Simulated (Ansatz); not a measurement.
Basis-set series for `[F][Ge]([Cl])([Cl])[I]`. Charge 0, multiplicity 1. I: def2 effective core potential. Geometry: relaxed with PBE0-D4/def2-TZVP.

Z-matrix (Å, degrees):
```
Ge
F 1 1.717
Cl 1 2.116 2 106.6
I 1 2.466 2 108.6 3 121.3
Cl 1 2.116 2 106.6 3 -117.4
```

```
functional       basis  functions  energy (Eh)  HOMO (eV)  LUMO (eV)
   PBE0-D4    def2-SVP        108  -3393.84471      -8.49      -2.46
   PBE0-D4  def2-QZVPP        368  -3394.64240      -8.57      -2.59
   ωB97M-V    def2-SVP        108  -3394.28971     -10.60      -0.38
   ωB97M-V  def2-QZVPP        368  -3395.08180     -10.72      -0.65
```

Task: Give the rows for def2-TZVPP. (Best estimate.)

Result: Ansatz gave: 
| functional | basis | functions | energy (Eh) | HOMO (eV) | LUMO (eV) |
| --- | --- | --- | --- | --- | --- |
| PBE0-D4 | def2-TZVPP | 213 | -3394.56391 | -8.55 | -2.55 |
| ωB97M-V | def2-TZVPP | 213 | -3395.00630 | -10.69 | -0.57 |

Scalar relativity is left out up to krypton.
